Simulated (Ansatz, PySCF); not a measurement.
Molecule: sum formula BNHF2 (charge -1, singlet). It need not be the lowest isomer of its formula. Whether it binds its extra electron was not tested at this geometry. 
Structure (B3LYP-D3(BJ)/def2-TZVP (Ansatz, an electronic-structure program) minimum search):
SMILES: [NH-]B(F)F
```xyz
5

B     -0.1039    -0.0548     0.0201
F      0.3703     1.2660     0.1178
F      0.9500    -0.8496    -0.4229
N     -1.3427    -0.5271     0.2919
H     -1.9651     0.2158     0.6020
```
Charge -1, spin multiplicity 1.

Total electronic energies in hartree. Correlated levels leave the core frozen unless marked. Spin-orbit coupling is left out. No relativistic terms. CBS marks a two-point X^-3 extrapolation of the correlation energy; Hartree-Fock from the larger set. The bracket is a focal-point correction in the basis named.

```
level                                                                 program  energy (Eh)
-------------------------------------------------------------  --------------  -----------
HF/6-31G*                                                              Ansatz   -278.71959
HF/def2-TZVPD                                                           PySCF   -278.86667
HF-D3(BJ)/def2-TZVPD                                            PySCF + dftd3   -278.88574
RI-HF/aug-cc-pVQZ                                                      Ansatz   -278.87508
revPBE-D4/def2-TZVPD                                           Ansatz + dftd4   -280.10145
TPSS-D3(BJ)/def2-TZVPD                                          PySCF + dftd3   -280.21040
B3LYP/def2-TZVPD                                                       Ansatz   -280.19705
PBE0-D4/def2-TZVPD                                             Ansatz + dftd4   -279.89908
PBE0/def2-TZVP                                                         Ansatz   -279.89132
BHLYP/def2-TZVPD                                                       Ansatz            ?
MN15/def2-TZVPD                                                         PySCF   -279.94535
CAM-B3LYP-D3(BJ)/def2-TZVPD                                    Ansatz + dftd3   -280.11340
wB97M-V/def2-TZVPD                                                     Ansatz            ?
B2GP-PLYP/def2-TZVPD                                                   Ansatz            ?
MP2/aug-cc-pVDZ                                                        Ansatz   -279.45947
RI-MP2/CBS(aug-cc-pVTZ,aug-cc-pVQZ)                                    Ansatz    -279.8223
SCS-MP2/6-31G                                                          Ansatz   -279.04231
SCS-MP2/6-31G*                                                         Ansatz   -279.28412
SCS-MP2/cc-pVTZ                                                        Ansatz   -279.64396
CCSD/STO-3G                                                            Ansatz   -274.86109
CCSD/6-31G                                                             Ansatz   -279.06077
CCSD(T)/cc-pVDZ                                                         PySCF   -279.39331
RI-MP2/CBS(aug-cc-pVTZ,aug-cc-pVQZ)+[CCSD(T)-MP2]/aug-cc-pVTZ          Ansatz    -279.8551
```

**Question.** Fill in the missing entries.

**Answer.** 
- BHLYP/def2-TZVPD, energy (Eh): -280.07171
- wB97M-V/def2-TZVPD, energy (Eh): -280.11637
- B2GP-PLYP/def2-TZVPD, energy (Eh): -279.97536
